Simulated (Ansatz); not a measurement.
`FC[CH](F)[SnH3]` + `OBO` → `OB[O][SnH3]` + `FCCF`  (ligand exchange at the Sn–C bond)

Program: Ansatz. Geometries: PBE0-D4/def2-TZVP. ΔE: electronic, gas phase. CBS: MP2 limit from def2 TZ/QZ plus the TZ coupled-cluster correction, frozen cores. This one scheme is used for every species. DFT in def2-TZVPP. Elements past krypton have def2 core potentials. For Sn outer-core shells are correlated without core-valence functions, which leaves a few kJ/mol of doubt a bond. Each species was taken in one conformer, which may not be the lowest.

```csv
level,ΔE (eV)
r2SCAN-D4,-0.66
MP2/def2-QZVPP,-0.68
MP2/CBS(def2),-0.68
CCSD/CBS(def2),-0.70
```

Task: What does CCSD(T)/CBS give? (Best estimate.)

Result: Ansatz gave: -0.68 eV. The listed levels differ from it by 0.02, 0.00, 0.00, -0.02 eV.

Largest T1 diagnostic among the species: 0.014.

From PBE to PBE0 (25 % exact exchange), in def2-TZVPP and without D4, ΔE moves by −0.04 eV. In def2-TZVPP, CCSD(T) changes the Hartree–Fock value by +0.22 eV (the triples alone add +0.02 eV) and MP2 by +0.22 eV.
